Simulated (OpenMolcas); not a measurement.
Levels of Br V by method

* Program: OpenMolcas 26.06
* Basis: ANO-RCC-VQZP [7s6p4d2f1g]
* Scalar Hamiltonian: DKH2, point nucleus
* Active space: 3 electrons in 9 orbitals (RAS2 4s 4p; RAS3 4d, at most 2 electrons)
* State averaging: 2S+1 = 4 odd, 1 root; 2S+1 = 2 odd, 11 roots; 2S+1 = 4 even, 3 roots; 2S+1 = 2 even, 9 roots
* Spin-orbit coupling: RASSI with atomic mean-field integrals over the reference wave functions, term energies averaged over their components

Methods on the same reference wave functions:
A. RASSCF
B. SS-RASPT2, IPEA 0.25 Eh, imaginary shift 0.1 Eh (closed shells correlated: 3d)
C. MS-RASPT2, IPEA 0.25 Eh, imaginary shift 0.1 Eh (closed shells correlated: 3d)

Energies in cm⁻¹ above 4s² 4p ²P°_1/2, the measured ground level; measured values from Moore, Atomic Energy Levels, vol. II, NSRDS-NBS 35 (1971 reprint of NBS Circular 467, 1952).

| Level | A | B | C | Measured |
| --- | --- | --- | --- | --- |
| 4s² 4p ²P°_1/2 | 0.0 | 0.0 | 0.0 | 0.0 |
| 4s² 4p ²P°_3/2 | 5356 | 5360 | 5370 | 6090 |
| 4s 4p² ⁴P_1/2 | 88147 | 90630 | 90670 |  |
| 4s 4p² ⁴P_3/2 | 90252 | 92750 | 92790 |  |
| 4s 4p² ⁴P_5/2 | 93205 | 95690 | 95730 |  |
| 4s 4p² ²D_3/2 | 121087 | 121080 | 121120 | 122941 |
| 4s 4p² ²D_5/2 | 121509 | 121530 | 121560 | 123628 |
| 4s 4p² ²S_1/2 | 151445 | 149560 | 149600 |  |
| 4s 4p² ²P_1/2 | 161899 | 159660 | 159700 | 158158 |
| 4s 4p² ²P_3/2 | 164756 | 162490 | 162530 | 161011 |

Deviations, from unrounded energies. A percentage is the sum of absolute deviations over the sum of measured energies, with the sign that they share, or ± where signs differ.

```tsv
Against measurement	Levels	A	B	C
mean absolute deviation (cm-1)	5	2400	1500	1500
fine structure of the ground term (%)	1	-12.1	-12.1	-11.8
other configurations (%)	4	±2.0	±1.2	±1.2
```

B, C lie about equally close to measurement and A furthest from it. The largest miss of C in the table is 4s 4p² ²D_5/2, by -2100 cm-1. The ranking rests on the paired levels alone, and a cruder setting can come out closer through cancelling errors.

Between B and C the level of the table that moves most is 4s 4p² ²D_3/2, by 38 cm-1 (lowest in B, highest in C). Moves below CASPT2's spread within the term are not significant.

The two smallest mean deviations differ by little beside CASPT2's spread within terms, so their order carries little weight.

The lowest spin-free term lies below A's lowest term by 0.086 hartree in B, 0.086 hartree in C.

Active for correlation alone: 4d; no level in the range computed is led by a configuration that fills it, so any true level of that kind is missing. Measured partners are found by configuration, term and J. A level has none where our copy of the source lacks it or the pairing is in doubt (some pairs that miss far off the trend of their configuration count as doubtful), and it then counts in no deviation. Only configurations of the active space appear. The table leaves out levels that lie high or whose names do not pair safely across all columns.

° marks odd parity.
